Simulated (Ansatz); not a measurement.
# Nudged elastic band run: GeH7SSbSn

Input file:

```yaml
crystal:
  periodic: [false, false, false]
  atoms:
    - { symbol: S, position_ang: [-0.551873, 2.467659, 0.383467] }
    - { symbol: Sb, position_ang: [1.19919, 0.88203, -0.43977] }
    - { symbol: Ge, position_ang: [0.939488, -0.56622, 1.764271] }
    - { symbol: Sn, position_ang: [-0.732708, -0.712062, -1.778881] }
    - { symbol: H, position_ang: [-0.037505, 3.525496, -0.306335] }
    - { symbol: H, position_ang: [1.726283, 0.108877, 2.918935] }
    - { symbol: H, position_ang: [1.520941, -1.986594, 1.518271] }
    - { symbol: H, position_ang: [-0.555771, -0.689531, 2.159375] }
    - { symbol: H, position_ang: [-2.01295, -1.125509, -0.690437] }
    - { symbol: H, position_ang: [-1.381671, 0.212406, -3.090102] }
    - { symbol: H, position_ang: [-0.047923, -2.173652, -2.418293] }
basis:
  gaussian: { orbitals: def2-SVP }
hamiltonian:
  xc: pbe
  dispersion: d4
neb:
  order_check: false
  images: 7
  f_tol: 0.05
  max_iterations: 51
  initial_path: idpp
  final_atoms:
    - { symbol: S, position_ang: [-0.18465175, 2.5238197, 0.34621878] }
    - { symbol: Sb, position_ang: [1.27594584, 0.69767815, -0.5433282] }
    - { symbol: Ge, position_ang: [0.97331587, -0.65202622, 1.71822459] }
    - { symbol: Sn, position_ang: [-0.94325671, -0.64126013, -1.70893192] }
    - { symbol: H, position_ang: [0.42294522, 3.48775568, -0.40325817] }
    - { symbol: H, position_ang: [-0.49484843, -0.56218392, 2.21128349] }
    - { symbol: H, position_ang: [1.91941297, -0.06009846, 2.79643886] }
    - { symbol: H, position_ang: [1.34258582, -2.14402226, 1.48444801] }
    - { symbol: H, position_ang: [-2.17817167, -0.88660121, -0.52148303] }
    - { symbol: H, position_ang: [-1.56770482, 0.35814913, -2.97595301] }
    - { symbol: H, position_ang: [-0.50007134, -2.17831047, -2.38315839] }
```

Command:

```bash
$ ansatz run input.yaml --threads 2 --pin off --max-ram 3072MiB --backend cpu --events-out ev --progress --plain --runs-dir out
```

Output, in part (warnings, iteration lines, the closing report on the highest movable image, with atoms numbered from 0):

```
NEB end point (image 0): max|allowed force component| = 4.813e-3 eV/Å (the criterion of neb.relax_end_points is 1.000e-2)
NEB end point (image 8): max|allowed force component| = 1.134e-2 eV/Å (the criterion of neb.relax_end_points is 1.000e-2)
NEB iter   1: max|band force component| = 7.110e-1 eV/Å  barrier→ = 0.1203 eV  barrier← = 0.1202 eV  Δτ_max = 0.2000 Å  (234 SCF iters)
NEB iter   2: max|band force component| = 6.103e-1 eV/Å  barrier→ = 0.1186 eV  barrier← = 0.1185 eV  Δτ_max = 0.1206 Å  (195 SCF iters)
NEB iter   3: max|band force component| = 1.339e-1 eV/Å  barrier→ = 0.0433 eV  barrier← = 0.0432 eV  CI = image 4  Δτ_max = 0.0476 Å  (191 SCF iters)
NEB iter   4: max|band force component| = 7.073e-2 eV/Å  barrier→ = 0.0404 eV  barrier← = 0.0403 eV  CI = image 4  Δτ_max = 0.0143 Å  (190 SCF iters)
NEB iter   5: max|band force component| = 2.536e-2 eV/Å  barrier→ = 0.0398 eV  barrier← = 0.0397 eV  CI = image 4  Δτ_max = 0.0000 Å  (380 SCF iters)
Total energy: -79813.20761579 eV, -2933.0812805450 hartree
Atom 0 at     0.375134     2.531237     0.369027 Å, force    -0.003025    -0.007661     0.014588 eV/Å
Atom 1 at     1.289000     0.450413    -0.673884 Å, force    -0.000669     0.003375    -0.018886 eV/Å
Atom 2 at     1.032918    -0.932253     1.586845 Å, force     0.000928    -0.009317     0.019781 eV/Å
Atom 3 at    -1.280371    -0.346641    -1.584079 Å, force     0.013803     0.004769     0.000171 eV/Å
Atom 4 at     1.090412     3.344220    -0.459510 Å, force    -0.003535     0.006673    -0.004205 eV/Å
Atom 5 at     0.942011     0.069439     2.767513 Å, force     0.000158    -0.000288    -0.010139 eV/Å
Atom 6 at     2.292026    -1.825410     1.771345 Å, force    -0.006455    -0.002395     0.002303 eV/Å
Atom 7 at    -0.219823    -1.851570     1.591891 Å, force     0.001416     0.008903    -0.008934 eV/Å
Atom 8 at    -2.410908    -0.338013    -0.274438 Å, force     0.003376     0.003291     0.002804 eV/Å
Atom 9 at    -1.801258     0.777628    -2.792736 Å, force    -0.002055    -0.003811    -0.001928 eV/Å
Atom 10 at    -1.243639    -1.936149    -2.281472 Å, force    -0.003942    -0.003538     0.004445 eV/Å
Dipole moment:     0.230703    -0.090259    -0.162857 e Å
```

The forces met the threshold. A vibrational analysis at the climbing image gives one clearly imaginary mode, 81i cm⁻¹: a first-order saddle point.

Final band (atoms are numbered from 1 in the order of the input):

```tsv
image	path coordinate (Å)	energy (eV)	dihedral Sn4–Sb2–Ge3–H6 (°)
0	0.00	0.000	-172
1	0.62	0.006	-157
2	1.24	0.019	-143
3	1.86	0.033	-128
4	2.48	0.040	-112
5	3.09	0.035	-97
6	3.71	0.021	-82
7	4.32	0.006	-66
8	4.94	0.000	-51
```

Run time: 2.5 min on 2 threads of Arm Neoverse V1 (shared host), peak memory 0.21 GiB.
